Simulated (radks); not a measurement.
Results of a calculation; reference values are marked as such.
How relativity changes the ionisation of the scandium ion Sc10+ ([Ne] 3s1) to Sc11+ ([Ne]). Spin-unpolarised spherical Kohn-Sham, LDA (Slater exchange, Perdew-Wang correlation), point nucleus unless stated (finite: rms radius 3.5459 fm), a radial shooting solver on a logarithmic mesh with Libxc functionals. A level marked "c x" has the speed of light scaled by that factor.

non-rel.: E(Sc10+) (hartree) -721.10401; E(Sc11+) (hartree) -711.97912; IE (eV) 248.30; HOMO 3s; <r> HOMO (bohr) 0.9121
scalar-rel.: E(Sc10+) (hartree) -724.68684; E(Sc11+) (hartree) -715.51595; IE (eV) 249.55; HOMO 3s; <r> HOMO (bohr) 0.9074
scalar-rel., finite nucleus: E(Sc10+) (hartree) -724.68541; E(Sc11+) (hartree) -715.51453; IE (eV) 249.55; HOMO 3s; <r> HOMO (bohr) 0.9074
Dirac: E(Sc10+) (hartree) -724.69257; E(Sc11+) (hartree) -715.52171; IE (eV) 249.55; HOMO 3s1/2; <r> HOMO (bohr) 0.9073
Dirac, finite nucleus: E(Sc10+) (hartree) -724.69114; E(Sc11+) (hartree) -715.52029; IE (eV) 249.55; HOMO 3s1/2; <r> HOMO (bohr) 0.9073
Dirac, c x 1.25: E(Sc10+) (hartree) -723.39118; E(Sc11+) (hartree) -714.23699; IE (eV) 249.10; HOMO 3s1/2; <r> HOMO (bohr) 0.9090
Dirac, c x 2: E(Sc10+) (hartree) -721.99346; E(Sc11+) (hartree) -712.85717; IE (eV) 248.61; HOMO 3s1/2; <r> HOMO (bohr) 0.9109
Dirac, c x 5: E(Sc10+) (hartree) -721.24598; E(Sc11+) (hartree) -712.11927; IE (eV) 248.35; HOMO 3s1/2; <r> HOMO (bohr) 0.9119

NIST Atomic Spectra Database: 249.80 eV (semi-empirical). The relativistic part of the total energy of Sc10+ is -3.587 hartree (Dirac, finite nucleus), 0.5 % of the non-relativistic value. Spin polarisation and multiplet splitting of open shells are left out at every level.

Beside tabulated values, note that spin-unpolarised runs miss the spin-polarisation part of the exchange energy of open shells.
